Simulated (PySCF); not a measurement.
Species: C6H10N (doublet state).
Structure used (GFN2-xTB), in Å, numbered top down from 1:
```xyz
17
C6H10N angstrom
C     -2.007    0.715    0.194
C     -1.032   -0.444    0.097
C      0.193   -0.233   -0.805
C      1.109   -0.725    0.351
C      2.250    0.084    0.758
N      2.701    1.125    0.260
C     -0.104   -0.657    1.307
H     -2.753    0.523    0.963
H     -1.480    1.633    0.444
H     -2.520    0.859   -0.755
H     -1.572   -1.358   -0.161
H      0.235   -0.824   -1.717
H      0.375    0.812   -1.041
H      1.446   -1.753    0.200
H      3.502    1.586    0.679
H     -0.064    0.215    1.958
H     -0.286   -1.544    1.909
```

The hyperfine couplings belong to this conformer and change with its torsions.

As a line formula: `[H]/N=[C]/[C@H]1C[C@@H](C)C1` [radical].

Computed, not measured: PySCF, UKS B3LYP, pcH-1 on C H N, non-relativistic, mean-field spin-orbit, GIAO. Geometry: GFN2-xTB, one conformer, isolated molecule. Couplings are sensitive to structure, and on GFN2-xTB geometries they can be far from those on DFT ones. The SCF solution wasn't tested for stability.

(1) What is the g tensor, term by term?

(2) Average each term over the three axes. Which is largest in size?

(3) What effective moment and Curie constant follow for a powder?

(4) In a frozen sample, at which fields do the three g values resonate at 9.5, 34, 94 and 263 GHz (hyperfine left aside), and which band first spreads them over more than twice a line width of 0.5 mT?

Results:

(1) 
| Δg (ppm) | 1 | 2 | 3 |
| --- | --- | --- | --- |
| relativistic mass correction | -177 | -177 | -177 |
| gauge correction | 34 | 12 | -61 |
| orbital Zeeman/spin–orbit | -3095 | -48 | 1115 |
| total | -3239 | -213 | 877 |

So g = 1.99908, 2.00211, 2.00320 and g_iso = 2.00146; the tensor is rhombic: the two nearest values differ by 26 % of g3 − g1. 

(2) The orbital-Zeeman/spin–orbit term -676, the mass correction -177 and the gauge correction -5 ppm, for a total of -858 ppm. The orbital-Zeeman/spin–orbit term is the largest in size. The mass correction is the same along every axis, so the anisotropy comes from the other two: their spans along these axes are 95 (gauge) and 4211 ppm (orbital Zeeman/spin–orbit).

(3) With the mean of g² = 4.0058 and S(S+1) = 0.75: μ_eff = √(⟨g²⟩S(S+1)) = 1.733 μB and χT = 0.12505·⟨g²⟩·S(S+1) = 0.376 cm³ K/mol (cgs; spin-Hamiltonian part alone).

(4) 
```json
{"band": "X", "GHz": "9.5", "B(g3) mT": "338.84", "B(g2) mT": "339.02", "B(g1) mT": "339.53", "spread mT": "0.70"}
{"band": "Q", "GHz": "34.0", "B(g3) mT": "1212.67", "B(g2) mT": "1213.33", "B(g1) mT": "1215.17", "spread mT": "2.50"}
{"band": "W", "GHz": "94.0", "B(g3) mT": "3352.68", "B(g2) mT": "3354.51", "B(g1) mT": "3359.59", "spread mT": "6.90"}
{"band": "J", "GHz": "263.0", "B(g3) mT": "9380.38", "B(g2) mT": "9385.49", "B(g1) mT": "9399.70", "spread mT": "19.31"}
```

The spread grows in proportion to the frequency. Q band is the first where it exceeds 1.0 mT.

Largest spin populations (Mulliken): C5 (+0.72), N6 (+0.15) and C3 (+0.07).

The HOMO–LUMO gaps are 5.04 eV among the α and 6.54 eV among the β orbitals.

On AMD EPYC 9R45, one thread, no GPU, shared host with 96 logical CPUs at a one-minute load of 50, this took 35 s of wall time (grids of density and orbitals included) and 1.0 GiB of memory at its peak.
